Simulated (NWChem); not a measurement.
Species: CH₄AlFO; SMILES [CH3][Al]([F])[OH]

```xyz
8

Al     0.0175    -0.0439    -0.0847
F     -1.2981    -0.9754    -0.5174
C     -0.1125     1.8807    -0.0023
H     -0.4013     2.2983    -0.9804
H      0.8424     2.3372     0.2982
H     -0.8855     2.1928     0.7185
O      1.4669    -0.8459     0.2784
H      1.6003    -1.7947     0.2575
```
Atoms are numbered in this order, from 1.

Computed with NWChem. Pople sets run with spherical d functions. Structure relaxed at the PBE0/def2-SVP level. Atomic charges in e: unrestrained fits to the electrostatic potential beside Mulliken populations; buried atoms are poorly determined by the fit.

Problem. Estimate the computed values for Hartree-Fock/6-31G*. Quantities: ESP Al1; Mulliken Al1; ESP F2; Mulliken F2; ESP C3; Mulliken C3; ESP O7; Mulliken O7; relative RMS misfit of the potential (%).

Solution. 
```json
{
 "ESP Al1": "1.35",
 "Mulliken Al1": "1.34",
 "ESP F2": "-0.55",
 "Mulliken F2": "-0.61",
 "ESP C3": "-0.70",
 "Mulliken C3": "-0.83",
 "ESP O7": "-0.97",
 "Mulliken O7": "-0.95",
 "relative RMS misfit of the potential (%)": "17"
}
```
